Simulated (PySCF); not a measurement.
**Spin–spin coupling constants**

Bonds (- single, = double, # triple, : aromatic): C1#C2 1.201 Å, C2-C3 1.439 Å, C3=O4 1.206 Å, C3-C5 1.520 Å, C5-C6 1.532 Å, C5-C7 1.527 Å, C7-F8 1.373 Å. C1 carries H9; C5 carries H10; C6 carries H11, H12, H13; C7 carries H14, H15. Stereochemistry as in C#CC(=O)[C@@H](C)CF. H15 is pro-R; H14 is pro-S.

Couplings: B3LYP/pcJ-1 (spin–dipole term only in couplings to heteroatoms) in PySCF, geometry GFN2-xTB; gas phase, one conformer, non-relativistic. Couplings are averaged over pairs made equivalent by symmetry, fast rotation or ring inversion, so a value needn't be that of the named pair in this geometry, while other rotamers aren't included; one pair stands for each set, and the list holds a selection of those of at least 1.5 Hz over up to four bonds, among pairs with at least one C or F or H atom (others weren't computed). One-bond C–F couplings come out tens of Hz too large with common functionals.

Isotopes: 13C, 1H, 19F, 17O. Couplings to quadrupolar nuclei such as 17O and 33S are rarely resolved in practice.

```tsv
pair	bonds	J (Hz)
C1, C2	1	188.9
C1, H9	1	268.4
C2, C3	1	94.1
C3, O4	1	?
C3, C5	1	45.2
C5, C6	1	32.6
C5, C7	1	40.4
C5, H10	1	?
C6, H11	1	?
C7, F8	1	?
C7, H14	1	157.7
C7, H15	1	158.2
C2, O4	2	-2.8
C2, H9	2	49.3
C5, F8	2	?
C5, H11	2	-3.5
C7, H10	2	?
F8, H15	2	?
H11, H12	2	-13.7
H14, H15	2	-10.2
C2, C7	3	2.3
C3, H9	3	3.9
O4, H10	3	-1.7
F8, H10	3	10.7
H10, H14	3	10.7
H10, H15	3	?
```

Question: Estimate the withheld couplings, with signs.

Answer: 
- 1J(C3,O4) = 33.1 Hz (bond length 1.206 Å)
- 1J(C5,H10) = 138.1 Hz (bond length 1.097 Å, sp3 carbon)
- 1J(C6,H11) = 136.1 Hz (bond length 1.089 Å, sp3 carbon)
- 1J(C7,F8) = -222.2 Hz (bond length 1.373 Å)
- 2J(C5,F8) = 17.2 Hz (angle at C7 110°)
- 2J(C7,H10) = -5.6 Hz (angle at C5 109°)
- 2J(F8,H15) = 54.2 Hz (angle at C7 107°)
- 3J(H10,H15) = 2.9 Hz (dihedral angle 66°)
